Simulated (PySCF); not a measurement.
The vertical singlet excitations below were computed for one of the candidates. Level of theory: TDDFT wB97X-D/def2-SVPD, vertical, gas phase, core orbitals frozen in the response in PySCF. Geometries: GFN2-xTB, one conformer each.

```csv
state,E (eV),f,"main configurations (H = HOMO, L = LUMO)"
S1,5.33,0.0051,"H→L (86%), H→L+1 (9%)"
S2,5.81,0.029,"H→L+1 (59%), H→L+2 (21%)"
S3,6.14,0.0089,"H→L+2 (48%), H→L+1 (26%), H→L+5 (8%)"
S4,6.55,0.036,"H-1→L (62%), H-1→L+1 (14%), H-2→L (11%)"
S5,6.72,0.012,H→L+3 (68%)
S6,6.90,0.030,"H-1→L+1 (37%), H-1→L (27%), H-2→L (16%)"
S7,6.98,0.158,"H-2→L (54%), H-1→L+1 (26%)"
S8,7.08,0.041,"H→L+5 (51%), H→L+4 (10%)"
```

Question: Which candidate is it?
A. `C[C@@H](F)[SiH2][Si@H]([SiH3])S`
B. `C[Si@H]1C[C@H](F)C1`
C. `C[Si@H]1C[C@@H](F)C1`
D. `C=CC[Si@H](C)F`
E. `C=C(C)[SiH2]CF`

Answer: A. Its S1, at 5.33 eV, is the lowest among the candidates; the nearest of the others has S1 at 6.75 eV. S1 is HOMO→LUMO (86%), HOMO→LUMO+1 (9%). Löwdin shares by element: HOMO sulfur 67%, silicon 20% or more, hydrogen 6% or more; LUMO silicon 58%, sulfur 11% (atoms not listed hold the other 31%). At the same level the other candidates give, for their lowest levels:
- `C=CC[Si@H](C)F`: 6.75 eV (f 0.218); 7.28 eV (f 0.044); 7.84 eV (f 0.100); 7.90 eV (f 0.003); 8.19 eV (f 0.004); T1 4.46 eV; HOMO -9.16, LUMO 1.72 eV
- `C=C(C)[SiH2]CF`: 6.87 eV (f 0.023); 7.04 eV (f 0.394); 7.45 eV (f 0.014); 7.81 eV (f 0.019); 7.97 eV (f 0.022); T1 4.39 eV; HOMO -9.42, LUMO 1.54 eV
- `C[Si@H]1C[C@H](F)C1`: 7.70 eV (f 0.010); 7.82 eV (f 0.118); 7.90 eV (f 0.011); 8.10 eV (f 0.043); 8.15 eV (f 0.029); T1 6.99 eV; HOMO -9.90, LUMO 2.16 eV
- `C[Si@H]1C[C@@H](F)C1`: 7.76 eV (f 0.005); 7.94 eV (f 0.158); 8.06 eV (f 0.010); 8.12 eV (f 0.023); 8.17 eV (f 0.018); T1 7.08 eV; HOMO -9.93, LUMO 2.17 eV

Shape of the structure used: `[CH3:1][C@@H:2]([F:3])[SiH2:4][Si@H:5]([SiH3:6])[SH:7]`: C1–C2–Si4–Si5 -151°, C2–Si4–Si5–Si6 -35°, H–S7–Si5–Si4 -174°.
Triplets come from the Tamm–Dancoff approximation.
